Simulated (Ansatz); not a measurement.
The cluster Be₄O₃. Total charge 0; singlet. Geometry PBE0-D4/def2-SVP.

```xyz
7

Be    1.520    0.184   -0.301
Be   -1.125   -1.530    0.471
Be    0.930   -1.768    0.151
Be   -0.717    0.752   -0.008
O    -1.743   -0.220    0.346
O     0.437    1.158   -1.073
O     0.699    1.422    0.414
```

The structure holds 1 bond(s) between oxygen atoms. The restricted singlet is unstable towards broken spin symmetry in Hartree–Fock (as tested in another run); at PBE-D4/def2-SVP, PBE-D4/def2-TZVP, r2SCAN-D4/def2-TZVP, PBE0-D4/def2-SVP and others this wasn't settled. Another isomer (singlet) lies 7.39 eV lower at PBE0-D4/def2-TZVP; other spin states weren't run for this one.

Problem. Estimate the orbital energies around the gap (eV) in Ansatz with PBE-D4/def2-SVP, PBE-D4/def2-TZVP, r2SCAN-D4/def2-TZVP, PBE0-D4/def2-SVP, ωB97M-V/def2-TZVP.

Solution. 
| orbital | PBE-D4/def2-SVP | PBE-D4/def2-TZVP | r2SCAN-D4/def2-TZVP | PBE0-D4/def2-SVP | ωB97M-V/def2-TZVP |
| --- | --- | --- | --- | --- | --- |
| HOMO−9 | -12.25 | -12.02 | -12.44 | -14.19 | -16.50 |
| HOMO−8 | -11.68 | -11.61 | -11.92 | -13.43 | -15.88 |
| HOMO−7 | -11.44 | -11.25 | -11.60 | -13.00 | -15.13 |
| HOMO−6 | -9.83 | -9.61 | -9.91 | -11.50 | -13.75 |
| HOMO−5 | -8.58 | -8.44 | -8.74 | -10.26 | -12.54 |
| HOMO−4 | -8.57 | -8.38 | -8.66 | -10.13 | -12.44 |
| HOMO−3 | -7.79 | -7.66 | -7.94 | -9.43 | -11.75 |
| HOMO−2 | -7.07 | -6.93 | -7.22 | -8.72 | -10.95 |
| HOMO−1 | -6.82 | -6.78 | -6.99 | -8.01 | -10.08 |
| HOMO | -4.77 | -4.73 | -4.84 | -5.69 | -7.42 |
| LUMO | -3.05 | -2.88 | -2.53 | -2.01 | -0.30 |
| LUMO+1 | -2.80 | -2.71 | -2.41 | -1.89 | -0.03 |
| LUMO+2 | -2.47 | -2.36 | -2.08 | -1.29 | 0.12 |
| LUMO+3 | -2.06 | -2.06 | -1.67 | -1.25 | 1.09 |
| LUMO+4 | -0.90 | -0.86 | -0.39 | -0.08 | 1.15 |
| LUMO+5 | -0.40 | -0.51 | 0.09 | 0.48 | 1.27 |
